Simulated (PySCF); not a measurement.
Computed with B3LYP-D3(BJ)/def2-TZVP // PBE0-D4/def2-SVP run with PySCF. Gas-phase values, no solvent. One relaxed conformer stands for a flexible species; it need not be the lowest. B3LYP has the VWN-RPA correlation part, as in Gaussian. 

Reference species (SMILES): `Bc1cc(B)c2ccsc2c1` (neutral, multiplicity 1).

```yaml
HOMO: -6.68 eV
S1 oscillator strength: 0.126
```

Changed species: `Bc1cc(B)c2sccc2c1`.

Question: What does the change do to the HOMO and S1 oscillator strength?

Answer: the HOMO rises by 0.06 eV, to -6.62 eV; the S1 oscillator strength drops by 0.080, to 0.046.
